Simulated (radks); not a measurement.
Values are calculated unless marked as measured or tabulated.
Species: Tl IV. Configuration: [Xe] 4f14 5d10 (the NIST ground configuration). Level of theory: Dirac Kohn-Sham, BLYP, spin-unpolarised, spherical densities, finite nucleus; Fermi nuclear charge, rms radius 5.4759 fm (a radial shooting solver on a logarithmic mesh with Libxc functionals). Some entries of the table are withheld. Estimate them.

orbital,occ.,eigenvalue (hartree),<r^2> (bohr^2)
1s1/2,2,-3140.975,0.0003691
2s1/2,2,-559.7063,0.005550
2p1/2,2,-537.5386,0.003911
2p3/2,4,-461.6137,0.005095
3s1/2,2,-134.3956,0.03599
3p1/2,2,-124.3478,0.03272
3p3/2,4,-107.4699,0.03909
3d3/2,4,-90.80498,0.02987
3d5/2,6,-87.19988,0.03159
4s1/2,2,-30.81938,0.1732
4p1/2,2,-26.48188,0.1760
4p3/2,4,-22.37697,0.2078
4d3/2,4,(1),(2)
4d5/2,6,(3),(4)
5s1/2,2,-5.87356,0.8636
4f5/2,6,-5.34736,0.2594
4f7/2,8,-5.17829,0.2667
5p1/2,2,(5),0.9986
5p3/2,4,(6),1.207
5d3/2,4,(7),2.015
5d5/2,6,(8),2.158

Answer. 
(1) 4d3/2 eigenvalue (hartree): -15.27798
(2) 4d3/2 <r^2> (bohr^2): 0.2171
(3) 4d5/2 eigenvalue (hartree): -14.51211
(4) 4d5/2 <r^2> (bohr^2): 0.2282
(5) 5p1/2 eigenvalue (hartree): -4.41517
(6) 5p3/2 eigenvalue (hartree): -3.66899
(7) 5d3/2 eigenvalue (hartree): -1.67344
(8) 5d5/2 eigenvalue (hartree): -1.58872
